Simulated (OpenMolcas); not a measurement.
**Mn4+, Tc4+, Re4+: d3 down the group**

- Program: OpenMolcas
- Method: SS-CASPT2, IPEA 0.25 Eh, imaginary shift 0.1 Eh
- Basis: ANO-RCC-VTZP
- Scalar Hamiltonian: DKH2, point nucleus
- Spin-orbit coupling: state interaction with AMFI integrals over the reference wave functions, term energies averaged over their components

Active space for each ion: 3 electrons in 5 orbitals (d); closed shells correlated by CASPT2: Mn4+ 3s 3p; Tc4+ 4s 4p; Re4+ 5s 5p.

Computed levels in cm-1 above 4F 3/2:

```csv
Level,Mn4+,Tc4+,Re4+
4F 5/2,374,1063,4870
4F 7/2,881,2380,9050
4F 9/2,1506,3840,12070
4P 1/2,17170,12360,15340
4P 5/2,17760,13980,21540
2G 7/2,18110,14010,19530
2G 9/2,18630,14880,30930
2P 1/2,24910,18380,25600
2H 9/2,25130,19270,20370
weight of 4F in the lowest level (%),100,98,86
```

Mixed levels, with the weight of the term that names them: Re4+ 4F 9/2 (65 %), Re4+ 4P 1/2 (73 %), Re4+ 2G 9/2 (56 %), Re4+ 2P 1/2 (73 %), Re4+ 2H 9/2 (57 %).

Measured, with the error of the calculation in %. Measured levels: Mn4+ from Corliss and Sugar, J. Phys. Chem. Ref. Data 6, 1253 (1977); Re4+ from the list in Brasseur, Gamrath and Quinet, At. Data Nucl. Data Tables 157, 101636 (2024).

```csv
Level,Mn4+,Re4+
4F 5/2,359 (+4.2),4853 (+0.3)
4F 7/2,835 (+5.5),8973 (+0.9)
4F 9/2,1412 (+6.6),11914 (+1.3)
4P 1/2,16434 (+4.5),14325 (+7.1)
4P 5/2,17049 (+4.2),20922 (+2.9)
2G 7/2,17892 (+1.2),19013 (+2.7)
2G 9/2,18399 (+1.3),30366 (+1.9)
2P 1/2,23082 (+7.9),23669 (+8.2)
2H 9/2,24975 (+0.6),19967 (+2.0)
```

The fine-structure level 4F 9/2 changes by a factor of 8.01 from Mn4+ to Re4+.

Without spin-orbit coupling 4P lies 16670, 11120, 10850 cm-1 above 4F in that order; the difference to the level 4P 1/2, of either sign, comes from spin-orbit coupling, which also lowers the zero.

CASPT2 does not keep the components of a term degenerate, so their means are used; among the terms shown or strongly mixed into the levels shown the widest spread is 1100 cm-1 (5d3 2H, Re4+). The CASPT2 spread within a term exceeds the gap to the next term for 3d3 2P and 3d3 2H, so the order of their levels is uncertain (figures for Mn4+; the like holds for Tc4+, Re4+). Measured partners are found by configuration, term and J. A level has none where our copy of the source lacks it or the pairing is in doubt (some pairs that miss far off the trend of their configuration count as doubtful), and it then counts in no deviation. Levels of configurations outside the active space are missing.
